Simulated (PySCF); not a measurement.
Sn(Cl)2(Br)(NH2) (BrCl2H2NSn), SMILES [NH2][Sn]([Cl])([Cl])[Br]. Atoms are numbered in the order given.

```xyz
7

N     -1.0411     2.1530     0.0000
Sn    -0.4016     0.2308     0.0000
Cl    -1.2748    -0.7915    -1.9071
Cl    -1.2748    -0.7915     1.9071
Br     2.0599    -0.1429     0.0000
H     -0.6935     2.6502    -0.8238
H     -0.6935     2.6502     0.8238
```
Charge 0, spin multiplicity 1.

The structure is a stationary point at r2SCAN-D4/def2-SVP. The def2 effective core potentials stand for the cores of Sn; spin–orbit coupling is left out. Other conformers were not sampled.

Level of theory: B3LYP/def2-TZVP run with PySCF.

Computed frontier levels, gap, dipole moment and polarisability:
```yaml
highest_occupied_level: -8.28 eV
lowest_empty_level: -3.13 eV
orbital_gap: 5.15 eV
dipole_moment: 2.72 D
quadrupole, principal values (traceless, Buckingham form, about the centre of nuclear charge): -6.97, -1.48, 8.45 D·Å
mean_static_polarisability: 92.1 bohr³ (13.65 Å³)
polarisability_principal_values: 83.2, 90.9, 102.3 bohr³
```
